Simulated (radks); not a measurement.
Species: neutral hydrogen. Configuration: 1s0.5 2p0.5 (fractional occupations, a model configuration). Calculated with a radial shooting solver on a logarithmic mesh with Libxc functionals: non-relativistic Kohn-Sham, LDA (Slater exchange, Perdew-Wang correlation), spin-polarised, spherical densities, point nucleus; open shells are filled with parallel spins first. Some entries of the table are withheld. Estimate them.

orbital,occ.,eigenvalue (eV),r(max) (bohr)
1s up,0.5,-11.0497,0.9491
2s up,0,(1),(2)
2p up,0.5,(3),5.535

Answer. 
(1) 2s up eigenvalue (eV): -1.3107
(2) 2s up r(max) (bohr): 6.067
(3) 2p up eigenvalue (eV): -1.0057
